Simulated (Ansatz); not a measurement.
CH₈O₂Si₂, SMILES `CO[SiH2][SiH2]O`, charge 0, multiplicity 1.

(1) Give a relaxed structure at PBE0-D4/def2-TZVP (Ansatz). (An estimate is asked.)

Answers

(1) Computed: 
```xyz
13

C     1.1224    1.7675   -0.1549
O     0.6640    0.9866   -1.2375
Si   -0.7069    0.0790   -1.1499
Si   -0.5272   -1.6611    0.4188
O    -0.1947   -0.9554    1.8831
H     1.2887    1.1596    0.7410
H     0.4076    2.5608    0.0924
H     2.0666    2.2297   -0.4471
H    -0.9156   -0.4932   -2.5049
H    -1.8799    0.9343   -0.7961
H     0.5494   -2.6265    0.0459
H    -1.7989   -2.4449    0.4731
H    -0.0755   -1.5363    2.6361
```
This is one stationary point; other conformers may exist.
